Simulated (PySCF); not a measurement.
Two-component Hartree-Fock for Ce²³⁺ (cerium, charge +23)

Start: [Ar] 3d10 4s2 4p5; 4p1/2 filled at m_j = +1/2; 4p3/2 filled at m_j = -3/2, -1/2, +1/2, +3/2. Calculated with PySCF 2.14 in an even-tempered Gaussian basis (17 s from 1.7 bohr⁻², ratio 2.8; 14 p from 2.2 bohr⁻², ratio 2.8; 9 d from 3.8 bohr⁻², ratio 2.8; 4 f from 12 bohr⁻², ratio 3): generalised Hartree-Fock with the X2C-1e Hamiltonian and a Gaussian nucleus; one run each with spin-orbit coupling (SO) screened by Boettger's factors, then bare. This is a chosen level, not necessarily the ground level.

| spinor shell | electrons | ε, screened SO (eV) | ε, bare SO (eV) | weight of nominal j (bare SO) | rms radius, bare SO (bohr) |
| --- | --- | --- | --- | --- | --- |
| 1s1/2 | 2 | -41326.3 | -41325.9 | 1.000 | 0.0281 |
| 2s1/2 | 2 | -7297.7 | -7297.6 | 1.000 | 0.114 |
| 2p1/2 | 2 | -6915.4 | -6927.9 | 1.000 | 0.0977 |
| 2p3/2 | 4 | -6465.4 | -6460.6 | 1.000 | 0.104 |
| 3s1/2 | 2 | -2119.2 | -2119.2 | 1.000 | 0.294 |
| 3p1/2 | 2 | -1956.2 | -1958.7 | 1.000 | 0.285 |
| 3d3/2 | 4 | -1585.7 | -1588.2 | 1.000 | 0.268 |
| 3d5/2 | 6 | -1566.3 | -1564.7 | 1.000 | 0.272 |
| 4s1/2 | 2 | -878.15 | -878.15 | 0.999 | 0.628 |
| 4p1/2 | 1 | -812.35 | -813.06 | 1.000 | 0.641 |
| 4p3/2 | 4 | -784.17 | -783.91 | 1.000 | 0.665 |

Question: Where does 3p3/2 lie, and what is the 3p spin-orbit splitting (bare SO)?

Answer: At -1863.9 eV, 94.852 eV above 3p1/2.

```json
{"quantity": "E (hartree)", "screened SO": "-8622.01756", "bare SO": "-8622.30453"}
{"quantity": "M_J", "screened SO": "1/2", "bare SO": "1/2"}
{"quantity": "⟨J²⟩", "screened SO": "0.752", "bare SO": "0.752"}
{"quantity": "⟨L²⟩", "screened SO": "2.029", "bare SO": "2.031"}
{"quantity": "⟨S²⟩", "screened SO": "0.774", "bare SO": "0.777"}
```

Each row is a mean over spinors that exchange with the open shell spreads, by up to 4.353 eV (3p1/2).

Breit and QED terms are absent; they matter most for the inner s and p1/2 levels.

Densities and radii are taken from the X2C orbitals without a picture-change correction, which distorts them close to the nucleus.
